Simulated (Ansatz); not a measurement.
The input (input.yaml):

```yaml
crystal:
  periodic: [false, false, false]
  atoms:
    - { symbol: H, position_ang: [-0.075527, -0.792995, 0.325407] }
    - { symbol: C, position_ang: [0.156173, 0.304121, -1.781929] }
    - { symbol: "N", position_ang: [-0.05262, 1.603382, -1.315967] }
    - { symbol: Ge, position_ang: [-0.068905, -1.109199, 1.81568] }
    - { symbol: H, position_ang: [-0.635759, -0.123703, -2.387166] }
    - { symbol: H, position_ang: [1.175002, 0.046291, -2.04847] }
    - { symbol: H, position_ang: [-0.971945, 1.775883, -0.957289] }
    - { symbol: H, position_ang: [0.63943, 1.931026, -0.670981] }
    - { symbol: H, position_ang: [-0.542051, 0.115924, 2.617526] }
    - { symbol: H, position_ang: [1.364002, -1.448595, 2.261231] }
    - { symbol: H, position_ang: [-0.9877, -2.302135, 2.142059] }
magnetization:
  spin_polarized: true
  initial_magnetization: 1
basis:
  gaussian: { orbitals: def2-SVP }
hamiltonian:
  xc: hf
relax:
  f_tol: 0.03
  max_steps: 50
```

Command:

```bash
$ ansatz run input.yaml --threads 2 --pin off --max-ram 3072MiB --backend cpu --events-out ev --progress --plain --runs-dir out
```

Hardware: 2 threads of Arm Neoverse V1 (shared host).

**Question.** Roughly how long does this run take, and how much memory?

**Answer.** 18 s, with a peak of 0.26 GiB, for 10 ionic steps.
